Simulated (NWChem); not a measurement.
System: borazine (B3N3H6); SMILES N1BNBNB1

The following NWChem deck was run.

```
start job
memory heap 200 mb stack 900 mb global 1100 mb
geometry units angstroms noautoz
  B     -1.418179    -0.281445     0.000000
  N     -0.453072    -1.332801     0.000000
  B      0.952828    -1.087457     0.000000
  N      1.380775     0.274029     0.000000
  B      0.465351     1.368902     0.000000
  N     -0.927704     1.058772     0.000000
  H     -2.604869    -0.517206     0.000000
  H     -0.778373    -2.290438     0.000000
  H      1.750348    -1.997279     0.000000
  H      2.372764     0.471128     0.000000
  H      0.854521     2.514485     0.000000
  H     -1.594391     1.819310     0.000000
end
basis spherical
  * library def2-svp
end
dft
  xc becke97-2
  iterations 150
  mulliken
end
task dft energy
```

Coordinates come from a PBE0/def2-SVP optimisation.

Question: Give the results of this calculation. (B97-2/def2-SVP.) Quantities: energy (Ha); highest occupied level (eV); orbital gap (eV).

Answer: The energy (Ha) comes out as -242.41 and the highest occupied level (eV) is -7.77. The orbital gap (eV) comes out as 8.35.
